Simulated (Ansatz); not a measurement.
Relaxation of CH6BBrO (10 atoms, charge 0, multiplicity 1), to a largest force component of 0.03 eV/Å in at most 50 steps.

Computed with RKS B3LYP-D4/def2-SVP in Ansatz.

```xyz
10
Properties=species:S:1:pos:R:3:forces:R:3
B -0.081 -0.229 0.092 0.03 -0.33 0.63
O -0.092 -0.401 1.469 -0.13 0.14 -0.66
H -0.988 -0.413 1.840 0.07 -0.01 -0.05
H 1.027 -0.265 -0.391 -0.05 0.03 0.03
C -1.400 -0.092 -0.757 0.03 0.08 0.10
H -1.933 -1.061 -0.803 0.03 -0.01 0.00
H -2.099 0.638 -0.310 0.01 -0.06 -0.01
H -1.192 0.223 -1.789 -0.03 0.00 -0.05
Br 0.180 2.915 0.853 0.20 -0.93 0.96
H 0.351 1.741 1.776 -0.15 1.10 -0.94
```

Q: Where does it end, and by what steps?

A: The forces met the threshold. The force dipped under the threshold on the way, but the program's further checks kept it going. After 28 steps the energy has fallen by 0.224 eV; Br9 moved furthest, 2.21 Å.

```tsv
step	energy less start (eV)	largest force component (eV/Å)	accepted
0	0.0000	1.103	yes
1	-0.0840	0.554	yes
2	-0.0983	0.265	yes
3	-0.1050	0.162	yes
4	-0.1207	0.497	yes
5	-0.1378	0.188	yes
6	-0.1499	0.360	yes
7	-0.1606	0.320	yes
8	-0.1720	0.336	yes
9	-0.1711	0.566	no
10	-0.1832	0.087	yes
11	-0.1881	0.101	yes
12	-0.1945	0.142	yes
13	-0.1992	0.281	yes
14	-0.2033	0.217	yes
15	-0.2084	0.186	yes
16	-0.2109	0.298	yes
17	-0.2114	0.246	yes
18	-0.2166	0.119	yes
19	-0.2166	0.259	no
20	-0.2186	0.024	yes
21	-0.2202	0.058	yes
22	-0.2207	0.129	yes
23	-0.2219	0.093	yes
24	-0.2203	0.170	no
25	-0.2226	0.039	yes
26	-0.2229	0.103	yes
27	-0.2233	0.033	yes
28	-0.2235	0.028	yes
```

```xyz
10
Properties=species:S:1:pos:R:3
B -0.403 0.132 -0.138
O -0.594 0.786 1.044
H -1.485 0.695 1.411
H 0.708 0.244 -0.602
C -1.527 -0.700 -0.847
H -1.182 -1.738 -1.004
H -2.493 -0.731 -0.316
H -1.702 -0.294 -1.860
Br 1.742 2.757 2.415
H 0.710 1.904 1.875
```

Whether the end is a true minimum wasn't checked by a vibrational analysis.

The run took 2.2 min on 2 threads of Arm Neoverse N1, on a shared host, peak memory 0.23 GiB.
